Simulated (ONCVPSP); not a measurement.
## B, ONCV: configuration errors across variants

| Quantity | Value |
| --- | --- |
| Element | B (Z = 5) |
| Generator | ONCVPSP 4.0.1 |
| Type | optimised norm-conserving Vanderbilt (ONCV) |
| Functional | BLYP |
| Relativity | scalar-relativistic |
| Frozen core | [He] |
| Valence charge | 3 |
| Reference configuration | 2s2 2p1 |
| Partial waves | 2s: rc 1.05 bohr, ncon 5, nbas 8, qcut 6.2 1/bohr, 2 projectors, debl 0.4 Ha; 2p: rc 3.10 bohr, ncon 4, nbas 8, qcut 4.2 1/bohr, 2 projectors, debl 3.5 Ha |
| Local potential | polynomial inside 0.80 bohr (lpopt 2, dvloc0 4 Ha) |
| Core correction | none |

All-electron excitation energies from the reference (eV): (1) 2s2 2p0 8.173; (2) 2s1 2p0 33.523; (3) 2s2 2p0.5 2.857; (4) 2s1 2p2 5.783.

1 further variants failed, have other tests or too few solved ones, and are left out.

A true bound ghost makes a file unfit for plane-wave use even where its test errors are small: the radial tests pick states by their node count and pass the ghost by.

Errors AE − PS in meV (a dash: test not solved or not reliable):

| change | (1) | (2) | (3) | (4) | bound ghosts | GHOST(+) flags above zero |
| --- | --- | --- | --- | --- | --- | --- |
| base | +119 | +381 | +18 | -14 | s | s |
| local potential polynomial inside 0.80 bohr (lpopt 2, dvloc0 -1 Ha) | +119 | +381 | +16 | -14 | s | s, p |
| p: rc 3.2 | +128 | +405 | +21 | -15 | s | s |
| p: qcut 4.8 | +96 | +321 | +14 | -9.7 | s | s |
| s: qcut 7.5; p: qcut 5.1 | +89 | +299 | +13 | -5.1 | s | s |

(1) Give the same row for: local potential polynomial inside 0.95 bohr (lpopt 4, dvloc0 -1 Ha).

Results:

(1) +119, +381, +16, -14; bound ghosts: s; GHOST(+) flags above zero: s, p.
